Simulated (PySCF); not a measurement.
Species: C7H7FNP.
Structure used (GFN2-xTB), in Å, numbered top down from 1:
```xyz
17
C7H7FNP angstrom
C      2.3317    0.2071    0.5582
C      2.2253   -0.3604   -0.8127
F      3.4459   -0.5710   -1.3686
P      0.9285   -0.8469   -1.7679
C     -0.4681   -0.3375   -0.6916
C     -1.4026   -1.2764   -0.2658
C     -2.4824   -0.8426    0.4876
N     -2.6827    0.4229    0.8111
C     -1.8062    1.3182    0.3892
C     -0.6892    0.9981   -0.3641
H      2.6560    1.2483    0.5147
H      1.3826    0.1522    1.0825
H      3.0885   -0.3483    1.1134
H     -1.2846   -2.3211   -0.5134
H     -3.2274   -1.5406    0.8473
H     -2.0146    2.3433    0.6668
H     -0.0075    1.7669   -0.6967
```

Computed at PBE0/pcSseg-1 (PySCF, non-relativistic), with Q(14N) = 0.02044 b: N8, 14N (I = 1): χzz = -5.554 MHz, η = 0.403.

**Question.** Where would the pure quadrupole (NQR) lines of 14N at N8 fall for the rigid, isolated species?

**Answer.** From ν± = (3/4)|χ|(1 ± η/3) and ν0 = |χ|η/2: ν+ 4.725 MHz, ν− 3.607 MHz, ν0 1.118 MHz (pyridine-type nitrogen).

In a crystal, neighbours and librations shift these lines. GFN2-xTB bond lengths can be off by several hundredths of an ångström, more for odd bonds, and the gradients follow them. The small basis limits the accuracy of the gradients.

The run behind these numbers computed NMR shieldings as well. Cost: about 1.7 min of CPU time on one thread; the machine was shared, so the figure is rough.

One conformer stands for the species.
